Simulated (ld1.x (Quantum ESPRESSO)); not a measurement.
## tellurium: one change to a TM potential, before and after

```
Element                 : Te
Generator               : ld1.x (Quantum ESPRESSO) 7.5
Type                    : norm-conserving Troullier–Martins (Kleinman–Bylander form)
Functional              : PBE
Relativity              : scalar-relativistic
Frozen core             : [Kr]
Valence charge          : 16
Reference configuration : 4d10 5s2 5p3 (charge +1)
Partial waves           : 5p (bound): rc 1.80 bohr; 4d (bound): rc 1.05 bohr; 5s (bound): rc 1.55 bohr
Local potential         : the s channel
Core correction         : Bessel-smoothed model core, default radius (core density twice the valence density)
```

Change: wave 5s (bound): rc 1.55 bohr becomes 5s (bound): rc 1.96 bohr.

Cutoffs: the cutoffs (Ry, on a coarse ladder) from which the occupation-weighted sum of valence levels, in a spherical-Bessel basis at the reference potential, stays within 10 and 1 mRy of its value at 400 Ry; they do not see the model core or the augmentation charge, which bear on the density cutoff. Errors are all-electron minus pseudo energies relative to the spin-unpolarised reference configuration.

How do hardness, ghosts and transferability respond?

The potential gets neither clearly harder nor softer (120 Ry and 200 Ry → 120 Ry and 200 Ry); the d channel sets the loose cutoff, while the largest relative change is in s, which becomes softer; of the 7 tests that both files solve, the error grows in 2 and shrinks in 1 by more than 15 % and 0.3 meV (median size 2.3 → 2.5 meV); neither file shows a bound ghost.

```tsv
quantity	base	changed
cutoff, loose	120 Ry	120 Ry
cutoff, tight	200 Ry	200 Ry
loose cutoff by channel (10 mRy a level)	p 12 Ry, d 100 Ry, s 30 Ry	p 12 Ry, d 100 Ry, s 21 Ry
bound ghosts	none	none
error for 4d10 5s2 5p4, meV [ΔE -9.73 eV]	+4.2	+4.3
error for 4d10 5s2 5p2, meV [ΔE 17.92 eV]	-2.0	-2.1
error for 4d10 5s2 5p1, meV [ΔE 44.82 eV]	-1.6	-2.5
error for 4d10 5s2 5p3.5, meV [ΔE -5.83 eV]	+2.0	+2.0
error for 4d10 5s2 5p0, meV [ΔE 81.31 eV]	-4.2	-9.4
error for 4d10 5s1 5p4, meV [ΔE 9.84 eV]	-3.3	-3.0
error for 4d10 5s1 5p5, meV [ΔE -0.47 eV]	-2.3	-1.5
```
